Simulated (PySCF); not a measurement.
## Trend along the fourth-period p block: MS molecules

PBE0 with double-zeta basis sets in PySCF, for the lowest determinant that a PBE0 search found; no spin–orbit coupling. De refers to high-spin ground-configuration atoms. A positive dipole means M(−)S(+).

| M | basis | state (unpaired electrons) | Re (Å) | ωe (cm⁻¹) | De (eV) | μ (D) |
| --- | --- | --- | --- | --- | --- | --- |
| Ga | def2-SVP | doublet (σ ↑) | 2.071 | 475 | 3.70 | -3.15 |
| Ge | def2-SVP | singlet (closed shell) | 2.018 | 595 | 5.62 | -2.00 |
| As | def2-SVP | doublet (π ↑) | 2.019 | 602 | 3.84 | -1.30 |

The shortest bond is that of GeS (2.018 Å), the longest that of GaS (2.071 Å).

The state changes along the series, so neighbouring rows are not always alike in their bonding.

Spin–orbit coupling is left out. States were picked by a PBE0 search and need not be the measured ground states.
